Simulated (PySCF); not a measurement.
The PySCF input:
```python
from pyscf import gto, scf, dft

mol = gto.Mole()
mol.atom = '''
    Si   -0.03685565   -0.01764442    0.62704345
    F     1.00111955   -0.63280559   -0.44873539
    F    -0.94378855    0.66025247   -0.52666553
'''
mol.basis = '6-31g*'
mol.verbose = 4
mol.build()

mf = dft.RKS(mol)
mf.xc = 'tpss'
mf = mf.density_fit(auxbasis='def2-universal-jkfit')
mf.kernel()
```

Q: What is the computed HOMO energy (DF-TPSS/6-31G* (PySCF))?

A: -7.18 eV

Q: What dipole moment does DF-TPSS/6-31G* give?

A: 1.13 D

Q: What is the computed HOMO-LUMO gap (DF-TPSS/6-31G*)?

A: 4.47 eV
